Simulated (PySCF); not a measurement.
CH₄BClFN. Atoms are numbered in the order given.

```xyz
9

B      0.2243    -0.1056     0.0000
Cl    -0.3617    -1.7829     0.0000
F      1.5412     0.1042     0.0000
N     -0.6721     0.9611     0.0000
C     -0.3109     2.3643     0.0000
H     -1.6660     0.7594     0.0000
H     -0.6958     2.8859     0.8929
H     -0.6958     2.8859    -0.8929
H      0.7835     2.4548     0.0000
```

Coordinates come from a r2SCAN-D4/def2-SVP optimisation. This is a generated structure with no PubChem entry under its InChIKey; it may be hypothetical. Other conformers were not sampled.

Method: TDDFT-ωB97X/def2-SVPD (PySCF 2.14.0).

Vertical excitations.  State labels are in the subgroup Cs.

Computed UV-visible absorptions:
| state | symmetry | energy (eV) | λ (nm) | f | main pairs |
|---|---|---|---|---|---|
| S1 | A" | 7.42 | 167 | 0.000 | HOMO→LUMO 83 % |
| S2 | A' | 8.33 | 149 | 0.361 | HOMO→LUMO+2 93 % |
| S3 | A" | 8.70 | 143 | 0.003 | HOMO→LUMO+3 35 %, HOMO→LUMO+1 28 %, HOMO→LUMO+6 8 %, HOMO→LUMO 8 % |
| S4 | A" | 8.82 | 141 | 0.000 | HOMO−1→LUMO+2 96 % |
| S5 | A" | 8.88 | 140 | 0.004 | HOMO→LUMO+1 45 %, HOMO→LUMO+3 37 % |
| S6 | A' | 9.05 | 137 | 0.097 | HOMO−1→LUMO 75 %, HOMO−1→LUMO+1 14 % |
| S7 | A" | 9.59 | 129 | 0.127 | HOMO−2→LUMO 54 %, HOMO−2→LUMO+1 14 %, HOMO→LUMO+4 13 % |
| S8 | A' | 9.74 | 127 | 0.027 | HOMO→LUMO+5 49 %, HOMO−2→LUMO+2 23 %, HOMO→LUMO+8 20 % |
| T1 | A' | 6.75 | 184 | 0 | HOMO→LUMO+2 93 % |
| T2 | A" | 7.33 | 169 | 0 | HOMO→LUMO 79 % |
| T3 | A" | 8.55 | 145 | 0 | HOMO→LUMO+1 31 %, HOMO→LUMO+3 26 %, HOMO→LUMO 9 %, HOMO→LUMO+6 7 % |
| T4 | A" | 8.68 | 143 | 0 | HOMO−1→LUMO+2 56 %, HOMO→LUMO+3 17 %, HOMO→LUMO+1 16 % |
Triplets are in the Tamm–Dancoff approximation, which puts them higher than full response would, so one can lie above its singlet here.
